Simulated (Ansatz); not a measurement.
A calculation with Ansatz (development build ahead of 0.2.0).

```yaml
crystal:
  periodic: [false, false, false]
  atoms:
    - { symbol: S, position_ang: [0.02426, 0.04351, -0.00426] }
    - { symbol: F, position_ang: [1.53213, -0.01202, -0.00093] }
    - { symbol: F, position_ang: [-1.5446, -0.03453, 0.00278] }
    - { symbol: F, position_ang: [-0.01064, 1.61719, 0.03243] }
    - { symbol: F, position_ang: [-0.04532, -1.58638, -0.02033] }
    - { symbol: F, position_ang: [-0.01209, 0.04303, 1.55825] }
    - { symbol: F, position_ang: [0.0309, -0.00645, -1.61943] }
basis:
  gaussian: { orbitals: cc-pVDZ }
hamiltonian:
  xc: hf
correlation:
  method: mp2
  frozen_orbitals: { F: 1, S: 5 }
```

The input is written out in the form of the current development build from the run's settings.

The run gave:

| Quantity | Value |
| --- | --- |
| Converged | yes |
| Reference energy | -993.99519 hartree |
| Correlation energy | -1.29354 hartree |
| Total energy | -995.28873 hartree |
| Spin squared of the determinant | 0.000 |
